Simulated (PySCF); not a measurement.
Computed properties of Sn(H)(OH) (H2OSn), SMILES [SnH][OH]

Sn(H)(OH) (H2OSn), SMILES [OH][SnH] (connectivity only; charge and spin as stated), neutral, multiplicity 1. Coordinates come from a B3LYP-D3(BJ)/def2-TZVP optimisation. The def2 effective core potentials stand for the cores of Sn; spin–orbit coupling is left out. The values are those of a single conformer. All values are computed for the isolated molecule unless a solvent is named; none is compared with measurement here.

**Structure.** The optimised structure has Cs symmetry. All 6 harmonic modes at B3LYP-D3(BJ)/def2-TZVP (PySCF) are real, so it is a minimum.

**Vibrations.** The strongest infrared lines (harmonic, unscaled, degenerate partners summed) lie at 1631 cm⁻¹ (529 km/mol, H 99 %), 569 cm⁻¹ (154 km/mol, H 75 %, O 20 %), 525 cm⁻¹ (148 km/mol, H 92 %). The softest mode is at 525 cm⁻¹ and the zero-point energy is 11.3 kcal/mol.

**Electronic structure.** r2SCAN/def2-TZVPD (PySCF) places the frontier levels at -6.13 and -3.11 eV, a gap of 3.02 eV, and gives a dipole moment of 1.23 D and a mean polarisability of 50.2 bohr³.

**Excitations.** TDA-PBE0/def2-TZVPD (PySCF) has S1 at 3.19 eV (389 nm, f = 0.028, weak); the most intense of the 10 singlets computed lies at 7.33 eV (f = 0.42). T1 (TDA) is at 2.19 eV, 1.00 eV under S1. No vertical singlet excitation falls in the visible range (under 3.1 eV).
